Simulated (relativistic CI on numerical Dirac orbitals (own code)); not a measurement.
One change at a time: Hg VI

Base calculation: Dirac-Coulomb-Breit CI, separate exchange-only KLI orbitals for each configuration, model QED (radiative potential, 1s self-energy scaled to tabulated hydrogen-like ionisation energies), valence Slater integrals scaled by 0.85, P86 correlation energy added to each configuration.

Configurations in the expansion (outside the closed core [Kr] 4d10 4f14): 5s2 5p6 5d7, 5s2 5p6 5d6 6s, 5s2 5p6 5d6 5f, 5s2 5p6 5d6 6p, 5s2 5p6 5d6 5g, 5s2 5p5 5d8, 5s2 5p6 5d6 6d, 5s2 5p6 5d6 7s, 5s2 5p6 5d5 6s 6p, 5s2 5p6 5d6 7p, 5s2 5p6 5d6 6f, 5s2 5p6 5d6 7d, 5s2 5p6 5d6 8s, 5s2 5p6 5d6 8p, 5s2 5p6 5d6 7f, 5s2 5p6 5d5 5f 6s, 5s 5p6 5d8, 5s2 5p5 5d7 5g, 5s2 5p5 5d7 6s, 5s2 5p6 5d5 6s2, 5s2 5p6 5d4 5f 6s2, 5s2 5p6 5d4 6s2 6p, 5s2 5p6 5d4 5g 6s2, 5s2 5p6 5d4 6s2 6d. Double excitations out of closed p, d and f shells are left out; levels of such configurations are missing from the list, as are those of other unlisted configurations, and high levels can miss mixing partners.

The lowest level and the first level of each name with at least 55 % of one term (blank where a level has no safe partner in the second run):

```
                 Level  Base (cm⁻¹)  Shift (cm⁻¹)
    5s2 5p6 5d7 4F_9/2          0.0           0.0
    5s2 5p6 5d7 4F_7/2      13879.2      -13879.2
    5s2 5p6 5d7 4P_5/2      23157.2      -10107.9
    5s2 5p6 5d7 4P_1/2      26856.4      -13807.1
   5s2 5p6 5d7 2H_11/2      31139.2      -11842.9
    5s2 5p6 5d7 2G_7/2      32700.2      -18102.7
    5s2 5p6 5d7 2D_5/2      38911.8      -18257.8
    5s2 5p6 5d7 2F_5/2      41992.1      -10053.3
    5s2 5p6 5d7 2P_1/2      44586.5      -26804.4
    5s2 5p6 5d7 2H_9/2      45820.1      -26523.8
    5s2 5p6 5d7 2F_7/2      52027.2      -20088.4
    5s2 5p6 5d7 2D_3/2      52643.1      -31989.1
 5s2 5p6 5d6 6s 6D_9/2     121695.3      +59480.3
 5s2 5p6 5d6 6s 6D_7/2     129934.0      +51241.7
 5s2 5p6 5d6 6s 6D_5/2     130503.1      +50672.6
 5s2 5p6 5d6 6s 6D_3/2     134300.8      +46874.9
 5s2 5p6 5d6 6s 6D_1/2     136587.6      +44588.1
5s2 5p6 5d6 6s 4H_13/2     150804.0      +51899.9
 5s2 5p6 5d6 6s 4D_1/2     152553.1      +42566.0
 5s2 5p6 5d6 6s 4F_3/2     158248.0              
 5s2 5p6 5d6 6s 4P_1/2     173128.2              
5s2 5p6 5d6 6s 2I_13/2     175160.0      +39669.0
```

At this charge configurations can still be misplaced by up to about 7 % of their energy. Levels and lines within the n = 5 or 6 shells can be off by up to 10 % or somewhat more, and those that change n by about 2 %, since core polarisation is missing.

(1) One thing was changed in a second run, which moved the levels as shown. Which?
A. valence Slater integrals scaled by 0.75
B. Breit term removed
C. one mean potential for all configurations
D. configuration mixing switched off
E. non-relativistic limit
F. QED terms removed
G. no correlation estimate

Answers

(1) E. Non-relativistic limit. Without relativity the fine structure collapses and s electrons lose their extra binding.

LS names give the leading component of a level, which can be under half, so a name can repeat, a term be missing and a line seem to break the LS rules.
